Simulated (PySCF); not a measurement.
**Computed structure and properties of [Bi(OH)2]+**

System: [Bi(OH)2]+ (singlet); start: template (C2). Method: PySCF 2.14.0, RKS r2SCAN, Bi def2-SVP with ECP60, O def2-SVP, H def2-SVP; non-relativistic Hamiltonian with scalar-relativistic core potentials where named; density fitting; no spin-orbit coupling.

Input of the relaxation:

```python
mol = gto.M(atom='''
Bi     0.00000    -0.00000    -0.11620
O      1.84740    -0.00000     0.71060
H      2.80700    -0.09060     0.76960
O     -1.84740     0.00000     0.71060
H     -2.80700     0.09060     0.76960''',
    basis={'Bi': 'def2-SVP', 'O': 'def2-SVP', 'H': 'def2-SVP'},
    ecp={'Bi': 'def2-SVP'},
    charge=1, spin=0)
mf = dft.RKS(mol, xc='R2SCAN')
mf.grids.atom_grid = (50, 194)
mf = mf.density_fit()  # fitting sets: Bi def2-universal-JKFIT, O def2-universal-JKFIT, H def2-universal-JKFIT
mf.conv_tol = 1e-08; mf.max_cycle = 55
mf.kernel(dm0)  # dm0: converged density of the start geometry
# quasi-Newton relaxation in Cartesian coordinates to a largest gradient under 0.00045 Eh/bohr, steps kept in the point group
```

Run from Python with OMP_NUM_THREADS=2; the lines above give its settings. Where DIIS fails, smearing, a level shift and second-order steps follow.
It took 24 s on 2 threads of Arm Neoverse V2, with other jobs on the host, from the converged density of the start.

Course of the relaxation:

| step | energy above end (eV) | largest force component within the symmetry (eV/Å) |
| --- | --- | --- |
| 0 | 1.0929 | 1.007 |
| 1 | 0.8648 | 0.808 |
| 2 | 0.6657 | 1.275 |
| 3 | 0.5052 | 0.773 |
| 4 | 0.3780 | 0.989 |
| 5 | 0.3340 | 1.151 |
| 6 | 0.2687 | 0.850 |
| 7 | 0.1652 | 0.552 |
| 11 | 0.0166 | 0.433 |
| 12 | 0.0040 | 0.196 |
| 13 | 0.0024 | 0.291 |
| 14 | 0.0004 | 0.051 |
| 15 | 0.0000 | 0.017 |
| 16 | 0.0000 | 0.005 |
(The steps between are left out.)

Relaxed geometry (C2v):

```xyz
5

Bi    0.0000    0.0000   -0.4943
O     1.4057   -0.0325    0.9667
H     2.3447   -0.0589    0.7025
O    -1.4057    0.0325    0.9667
H    -2.3447    0.0589    0.7025
```

| contact | Å |
| --- | --- |
| Bi1–O2 (OH) | 2.028 |
| Bi1–O4 (OH) | 2.028 |

On the finer grid (75, 302):

```yaml
HOMO: -13.31 eV
LUMO: -9.93 eV
Dipole_about_the_centre_of_mass: 3.20 D
Set_of_Mulliken_populations_of_Bi1_outside_the_core_potential: s 3.92, p 7.60, d 10.16
D3_BJ_dispersion_energy_not_in_the_energies: -0.019 eV
```

```tsv
atom	Mulliken (e)	Löwdin (e)	spin (e)
Bi1	1.32	1.19	0.00
O2	-0.42	-0.21	0.00
H3	0.25	0.12	0.00
O4	-0.42	-0.21	0.00
H5	0.25	0.12	0.00
```

No frequency check is given for this geometry.

Taking off one OH (charge -1, singlet; the rest: singlet) in vacuum, both parts rigid, costs 18.76 eV; the small basis without counterpoise inflates it. Most of it is the attraction of opposite charges; other ways to part are cheaper, and one spin state was tried for the rest.

Rigid scan of OH along the line from its metal:

| distance to O2 (Å) | energy (eV) |
| --- | --- |
| 1.73 | 1.767 |
| 1.83 | 0.661 |
| 1.93 | 0.141 |
| 2.03 | 0.000 |
| 2.13 | 0.102 |
| 2.23 | 0.350 |
| 2.43 | 1.054 |
| 2.73 | 2.178 |
| 3.13 | 3.371 |
| 3.63 | 4.317 |

One start shape was tried, so this needn't be the lowest isomer.
